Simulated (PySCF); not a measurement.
# One molecule, many functionals

Species: C₃H₉NSi.
Bonds: C1–C2, C2–C3, C2–N4 (double), N4–Si5. Hydrogens: H6, H7, H8 on C1; H9, H10, H11 on C3; H12, H13, H14 on Si5.

Linear-response calculations in the def2-SVPD basis (PySCF; singlets by full response, triplets Tamm–Dancoff, core orbitals frozen in the response; HF means time-dependent Hartree–Fock). 'Strongest' is the level of largest summed f among the singlets computed (10 roots, of which the last may lack a degenerate partner); it can jump between rows when another state enters that window. S1 is the lowest singlet of each run and needn't be the same state throughout; f(S1) is that of one state. Geometry: PBE0-D3(BJ)/def2-SVP; no solvent, vibrations or thermal averaging.

```tsv
functional	kind	S1 (eV)	f(S1)	strongest (eV)	T1 (eV)	HOMO (eV)	gap (eV)	ionisation energy, ΔSCF (eV)
LDA	LDA	3.98	0.001	6.38	3.56	-5.53	3.75	8.71
PBE	GGA	4.03	0.000	6.48	3.54	-5.42	3.83	8.54
B3LYP	global hybrid, 20% exact exchange	4.24	0.000	7.09	3.75	-6.56	5.80	8.71
PBE0	global hybrid, 25% exact exchange	4.29	0.000	7.21	3.74	-6.78	6.26	8.66
BHandHLYP	global hybrid, 50% exact exchange	4.53	0.000	7.62	4.00	-8.09	8.75	8.60
CAM-B3LYP	range-separated hybrid	4.34	0.001	7.47	3.83	-8.16	8.83	8.78
wB97X-D	range-separated hybrid	4.34	0.000	7.48	3.86	-8.66	9.96	8.75
LC-wPBE	range-separated hybrid	4.36	0.001	7.73	3.81	-9.49	11.31	8.86
```

Question: What does HF (Hartree–Fock) give?

Answer: S1 (eV) 4.99, f(S1) 0.000, strongest (eV) 7.97, T1 (eV) 4.41, HOMO (eV) -10.17, gap (eV) 12.54, ionisation energy, ΔSCF (eV) not settled. S1 runs from 3.98 eV (LDA) to 4.99 eV (HF), a spread of 1.02 eV, while the orbital gap spreads over 8.8 eV. Along PBE (0%), B3LYP (20%), PBE0 (25%), BHandHLYP (50%), HF (100%) S1 rises with the share of exact exchange. −ε(HOMO) comes closest to its own ΔSCF ionisation energy with wB97X-D (-0.09 eV) and misses most with LDA (-3.19 eV). 'Not settled' means that the ion's SCF failed to converge or may have ended in another state than the lowest.
